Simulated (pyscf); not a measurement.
[HO–AlH]• -> •O–AlH₂, a hydrogen shift (doublet surface; H–O broken, Al–H formed). Single points on ωB97X-D3(BJ)/def2-SVP structures (PySCF, gas phase). Correlated levels are frozen-core, on RHF or UHF. ΔMP2 is the change of the MP2 total energy from the triple- to the quadruple-zeta basis. Energies in kJ/mol from the reactant's lowest minimum found.

Small-basis levels: PySCF, no dispersion term, spherical d functions. Open shells are spin-unrestricted. 

### Question
In single points HF/6-31G* puts the saddle at 262.3 kJ/mol and the reaction energy at +63.2 kJ/mol. Should these be trusted to within a few kcal/mol? Compare with CCSD(T)/def2-TZVPP + ΔMP2(QZVPP).

### Answer
CCSD(T)/def2-TZVPP + ΔMP2(QZVPP) gives ΔE‡ = 235.4 kJ/mol and ΔE = +159.9 kJ/mol. HF/6-31G* lies 26.9 kJ/mol over it in the barrier and 96.6 kJ/mol under it in the reaction energy, so on this step it does not hold to within 12.6 kJ/mol. CCSD(T)/def2-TZVPP + ΔMP2(QZVPP) has limits of its own. One saddle was located; it need not be the lowest between these sides. The CCSD(T) − MP2 part came from Ansatz, without density fitting, on the same reference.
